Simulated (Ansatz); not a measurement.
`C=NB(F)Br` + H₂ → `FBBr` + `C=N` at 400 K and 1 bar (hydrogenolysis of a B–N bond).

Computed with Ansatz on PBE0-D4/def2-TZVP structures; ΔE is electronic, products minus reactants. CCSD(T)/CBS adds triple-zeta CCSD(T) − MP2 to the extrapolated MP2 energy (def2 sets, frozen cores). This one scheme is used for every species. For Br outer-core shells are correlated without core-valence functions, which leaves a few kJ/mol of doubt a bond. Scalar relativity is left out up to krypton. Each species was taken in one conformer, which may not be the lowest.

```tsv
species	CCSD(T)/CBS energy (Eh)	H − E (kJ/mol)	S (J/(mol·K))
`C=NB(F)Br`	-2791.95772	127.5	356.2
H₂	-1.17544	38.0	139.0
`FBBr`	-2698.59010	58.3	288.8
`C=N`	-94.52360	119.4	238.9
```

H − E and S are ideal-gas, rigid-rotor, harmonic terms from PBE0-D4/def2-TZVP, for one conformer and one mirror image of each species. The MP2-based limit puts H₂ 0.8 mEh under its directly extrapolated value; such offsets cancel only in part. 1 Eh = 2625.50 kJ/mol, R = 8.31446 J/(mol·K).

Question: By hand: ΔE, ΔH, ΔS and ΔG.

Answer: ΔE = (-2698.59010) + (-94.52360) − (-2791.95772) − (-1.17544) = 0.01946 Eh = 51.1 kJ/mol. Δ(H − E) = 58.3 + 119.4 − 127.5 − 38.0 = 12.2, so ΔH = 63.3 kJ/mol. ΔS = 288.8 + 238.9 − 356.2 − 139.0 = 32.5 J/(mol·K). ΔG = 63.3 − 400 × (32.5)/1000 = 50.3 kJ/mol.

Question: By hand: the equilibrium constant, and the temperature at which ΔG would vanish if ΔH and ΔS stayed fixed.

Answer: log₁₀ K = −ΔG/(RT ln 10) = -6.6. ΔG = 0 at ΔH/ΔS = 1948 K.

ΔH outweighs TΔS. A doubt of 5 kJ/mol in ΔE shifts log₁₀ K by 0.7 here. Other conformers and mirror images would add mixing entropy, several J/(mol·K) or more a flexible species. These are equilibria of isolated gas molecules and say nothing of rates. Largest T1 diagnostic: 0.012 (customary marks: 0.02 for closed shells, 0.045 for open ones).
